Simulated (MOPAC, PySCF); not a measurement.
[Cu(H2O)(H)], neutral singlet in the gas phase. 

Cartesian coordinates (Å):
```xyz
5

Cu    -0.0275     0.0058    -0.0291
O     -1.5740    -0.1602    -1.2587
H     -2.4051    -0.1060    -0.7459
H     -1.5797    -1.0548    -1.6540
H      1.1207     0.1113     0.9015
```
Charge 0, multiplicity 1.

All levels are single points at this geometry (TPSS-D3(BJ)/def2-SVP); Pople sets use spherical d functions. Orbital energies aren't observables, and empty levels follow the basis.

HF/3-21G in PySCF gives HOMO (eV) = -5.76.

### Question
Estimate the HOMO (eV) from each of these levels: B3LYP-D3(BJ)/def2-TZVP in PySCF; PBE-D3(BJ)/def2-TZVP in PySCF; TPSSh-D3(BJ)/def2-TZVP in PySCF; B3LYP/3-21G in PySCF; B3LYP/6-311+G** (LANL2DZ on Cu) in PySCF; B3LYP/6-31G* (LANL2DZ on Cu) in PySCF; B3LYP/LANL2DZ in PySCF; BP86/6-31G* (LANL2DZ on Cu) in PySCF; M06-2X/6-31G* (LANL2DZ on Cu) in PySCF; PBE/6-31G* (LANL2DZ on Cu) in PySCF; SVWN5/6-31G* (LANL2DZ on Cu) in PySCF; PM6 in MOPAC.

### Answer

```
level                                     HOMO (eV)
----------------------------------------  ---------
B3LYP-D3(BJ)/def2-TZVP in PySCF               -5.81
PBE-D3(BJ)/def2-TZVP in PySCF                 -4.82
TPSSh-D3(BJ)/def2-TZVP in PySCF               -5.20
B3LYP/3-21G in PySCF                          -1.66
B3LYP/6-311+G** (LANL2DZ on Cu) in PySCF      -5.77
B3LYP/6-31G* (LANL2DZ on Cu) in PySCF         -5.71
B3LYP/LANL2DZ in PySCF                        -5.71
BP86/6-31G* (LANL2DZ on Cu) in PySCF          -4.80
M06-2X/6-31G* (LANL2DZ on Cu) in PySCF        -6.89
PBE/6-31G* (LANL2DZ on Cu) in PySCF           -4.68
SVWN5/6-31G* (LANL2DZ on Cu) in PySCF         -4.95
PM6 in MOPAC                                  -8.42
```
